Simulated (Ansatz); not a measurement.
`BN[SiH2][SiH3]` + CH₃OH → `BN[SiH2]CO` + SiH₄  (formal exchange of groups at the Si–Si bond)

Program: Ansatz. Geometries: PBE0-D4/def2-TZVP. ΔE: electronic, gas phase. CCSD(T)/CBS is the MP2 limit (def2-TZVPP, def2-QZVPP) plus CCSD(T) − MP2 in def2-TZVPP, frozen cores. This one scheme is used for every species. Functionals use def2-TZVPP. Each species was taken in one conformer, which may not be the lowest.

`BN[SiH2][SiH3]`:

Cartesian coordinates in Å:
```
B -0.314 -1.473 -1.820
N -0.428 -1.138 -0.466
Si 0.732 -0.247 0.496
Si -0.154 1.812 1.184
H 0.675 -1.153 -2.415
H -1.202 -2.070 -2.358
H -1.279 -1.420 0.001
H 1.095 -1.041 1.704
H 1.940 -0.054 -0.343
H -0.444 2.676 0.008
H -1.424 1.591 1.931
H 0.803 2.517 2.079
```

CH₃OH:

Z-matrix (Å, degrees):
```
C
O 1 1.409
H 1 1.097 2 112.4
H 1 1.090 2 107.0 3 -118.5
H 1 1.097 2 112.4 3 123.0
H 2 0.959 1 108.5 3 -61.6
```

`BN[SiH2]CO`:

Cartesian coordinates in Å:
```
B 1.697 -1.521 0.114
N 1.446 -0.202 0.501
Si 0.223 0.829 -0.206
C -1.521 0.289 0.268
O -2.497 1.033 -0.451
H 1.052 -1.985 -0.787
H 2.537 -2.167 0.672
H 1.996 0.180 1.257
H 0.481 2.218 0.253
H 0.312 0.773 -1.691
H -1.645 -0.794 0.128
H -1.702 0.484 1.329
H -2.380 0.862 -1.389
```

SiH₄:

```xyz
5

Si    0.000    0.000    0.000
H     0.794   -1.179   -0.429
H     0.427    0.415    1.360
H    -1.441   -0.355    0.021
H     0.221    1.118   -0.951
```

```tsv
level	ΔE (kJ/mol)
r2SCAN-D4	12.5
PBE0-D4	18.8
ωB97M-V	3.6
r2SCAN	12.7
PBE0	18.9
MP2/def2-TZVPP	5.3
CCSD(T)/def2-TZVPP	9.4
MP2/def2-QZVPP	5.9
```

Q: What does CCSD(T)/CBS give? (Best estimate.)

A: The calculation gave: +10.5 kJ/mol. The listed levels differ from it by 2.0, 8.3, -6.9, 2.2, 8.4, -5.2, -1.1, -4.6 kJ/mol.

Largest T1 diagnostic among the species: 0.013.
